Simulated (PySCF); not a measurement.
Molfile (atoms numbered from 1):
```
C6H4N4
     RDKit          3D

 14 14  0  0  0  0  0  0  0  0999 V2000
   -1.6984    1.7755    1.1880 C   0  0  0  0  0  0  0  0  0  0  0  0
   -1.1177    0.6491    1.5853 C   0  0  0  0  0  0  0  0  0  0  0  0
   -0.2328   -0.1237    0.7306 C   0  0  0  0  0  0  0  0  0  0  0  0
    0.2870   -1.2371    1.2497 N   0  0  0  0  0  0  0  0  0  0  0  0
    1.0819   -1.9703    0.5367 N   0  0  0  0  0  0  0  0  0  0  0  0
    1.3763   -1.6157   -0.6985 C   0  0  0  0  0  0  0  0  0  0  0  0
    0.8260   -0.4372   -1.2388 C   0  0  0  0  0  0  0  0  0  0  0  0
    1.1380   -0.0431   -2.5695 C   0  0  0  0  0  0  0  0  0  0  0  0
    1.4276    0.2211   -3.6451 N   0  0  0  0  0  0  0  0  0  0  0  0
    0.0141    0.3106   -0.5113 N   0  0  0  0  0  0  0  0  0  0  0  0
   -2.3511    2.3346    1.8355 H   0  0  0  0  0  0  0  0  0  0  0  0
   -1.5303    2.1634    0.1971 H   0  0  0  0  0  0  0  0  0  0  0  0
   -1.2637    0.2315    2.5704 H   0  0  0  0  0  0  0  0  0  0  0  0
    2.0423   -2.2590   -1.2522 H   0  0  0  0  0  0  0  0  0  0  0  0
  1  2  2  0
  2  3  1  0
  3  4  1  0
  4  5  2  0
  5  6  1  0
  6  7  2  0
  7  8  1  0
  8  9  3  0
  7 10  1  0
 10  3  2  0
  1 11  1  0
  1 12  1  0
  2 13  1  0
  6 14  1  0
M  END
```

Gas phase, non-relativistic, a single conformation. Coordinates at the GFN2-xTB level; NMR shieldings at PBE0/pcSseg-1/GIAO; PySCF 2.14.

Referencing at the same level of theory: ¹³C (186.93 ppm), ¹H (31.72 ppm) vs TMS; ¹⁵N (267.73 ppm) against NH3.

```json
{"atoms": "N5", "nucleus": "¹⁵N", "count": "1", "δ (ppm)": "501.0"}
{"atoms": "C3", "nucleus": "¹³C", "count": "1", "δ (ppm)": "?"}
{"atoms": "H12", "nucleus": "¹H", "count": "1", "δ (ppm)": "?"}
{"atoms": "C7", "nucleus": "¹³C", "count": "1", "δ (ppm)": "139.1"}
{"atoms": "N10", "nucleus": "¹⁵N", "count": "1", "δ (ppm)": "316.7"}
{"atoms": "H14", "nucleus": "¹H", "count": "1", "δ (ppm)": "9.57"}
{"atoms": "C1", "nucleus": "¹³C", "count": "1", "δ (ppm)": "?"}
{"atoms": "C8", "nucleus": "¹³C", "count": "1", "δ (ppm)": "120.6"}
{"atoms": "H13", "nucleus": "¹H", "count": "1", "δ (ppm)": "7.72"}
{"atoms": "H11", "nucleus": "¹H", "count": "1", "δ (ppm)": "6.64"}
{"atoms": "N9", "nucleus": "¹⁵N", "count": "1", "δ (ppm)": "?"}
{"atoms": "C6", "nucleus": "¹³C", "count": "1", "δ (ppm)": "155.6"}
{"atoms": "N4", "nucleus": "¹⁵N", "count": "1", "δ (ppm)": "454.3"}
{"atoms": "C2", "nucleus": "¹³C", "count": "1", "δ (ppm)": "141.5"}
```

Complete the table.

Answers


- C3: 167.6 ppm, substituted aromatic carbon next to a ring nitrogen
- C1: 140.6 ppm, terminal =CH2 carbon; the olefinic region
- H12: 7.69 ppm, hydrogen on a terminal =CH2 carbon; attached to an sp2 carbon and in the plane of the double bond
- N9: 333.4 ppm, nitrile nitrogen

Shifts are as computed. Against solution values, carbons near 30 ppm lie about +3 ppm off and those near 130 ppm about +5 ppm. Of 1211 compounds with measured shifts, 218 miss one by over three times the rms of a fit or turn the order of signals round; such compounds aren't used in these exercises. Experimental scales use liquid or dissolved standards, which lie at an offset from isolated NH3 (liquid NH3: subtract about 20 ppm). Unscaled 15N shifts of sp2 nitrogen come out 20 to 40 ppm too high even then.
